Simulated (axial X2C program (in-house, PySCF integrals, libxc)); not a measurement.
# Potential curves of MnF, 2c

All values were computed with an axial X2C code built on PySCF integrals. Two-component (2c) means X2C with spin–orbit coupling and atomic mean-field two-electron Coulomb and Gaunt terms. Basis: Mn dyall-cv3z [9s10p6d3f2g], F dyall-av3z [7s6p3d2f] (cores contracted in-house); Gaussian nuclei, density fitting, unrestricted open shells. Masses: Mn 54.938 u, F 18.998 u.

State: Ω = 3 (⟨Sz⟩ = 3.00, ⟨Lz⟩ = 0.00 at HF). Energies in kJ/mol from the fragments at the same level (Mn + F). Fits are polynomials in 1 − R0/R over 0.85 to 1.23 times the lowest point R0.

```tsv
R (Å)	CCSD(T)	PBE50	CCSD
1.5973		-352.77	
1.6708	-396.78	-401.89	-390.28
1.7258	-420.19	-422.46	-413.75
1.7809	-433.08	-432.80	-426.61
1.8360	-437.89	-435.32	-431.34
1.9003	-435.86	-430.97	-429.18
1.9645	-427.86	-420.96	-421.00
2.0471	-411.57	-402.53	-404.43
2.1481		-374.89	
2.2950		-330.42
```

Correlated methods: 14 electrons correlated (number of frozen shells: Mn 3 s, 2 p; F 1 s), 260 virtual spin orbitals or spinors in MP2, 90 natural virtuals in coupled cluster.

The state is one determinant whose occupation by symmetry is held fixed; it was picked as the lowest of a PBE0 search that is not exhaustive. Dissociation energies refer to the lowest single-determinant-based atoms at the same level and basis. Density functionals use the spin component along the axis (collinear). Coupled cluster ran in a truncated set of natural virtual spinors; the MP2 energy of the rest was added. (T) has no such correction and the atoms are truncated less, which lowers De at CCSD(T) by a hundredth of an eV or more. In 2c an atomic determinant is not the ground J level, so De misses part of the atomic spin–orbit lowering. This holds for PBE50. Other states lie close and PBE0, whose exact exchange favours high spin, may order them wrongly; the determinant shown need not be the ground state. The nearest other 2c determinant of the search, Ω = 2, lies 0.69 eV up at the distance of the search. The functionals have no current-density term, which raises determinants with orbital currents, atoms included. With several unpaired electrons one determinant need not be a pure state. Open-shell Ω = 0 determinants with evenly filled partner blocks cannot be reached by this program, so the Ω shown need not be the lowest component. Coupled cluster ran on the points near the minimum only. MP2 and coupled cluster on one determinant become unreliable at the stretched end.

Fit the CCSD(T) curve near its minimum: give the equilibrium distance, the harmonic wavenumber and the well depth.

At CCSD(T), 2c: Re = 1.850 Å, ωe ≈ 611 cm⁻¹, De = 4.54 eV to Mn + F; Be follows as 0.349 cm⁻¹.

What are Re, ωe and De at the PBE50 level?

At PBE50, 2c: Re = 1.830 Å, ωe ≈ 630 cm⁻¹, De = 4.51 eV to Mn + F; Be follows as 0.357 cm⁻¹.

What are Re, ωe and De at the CCSD level?

At CCSD, 2c: Re = 1.849 Å, ωe ≈ 615 cm⁻¹, De = 4.47 eV to Mn + F; Be follows as 0.349 cm⁻¹.
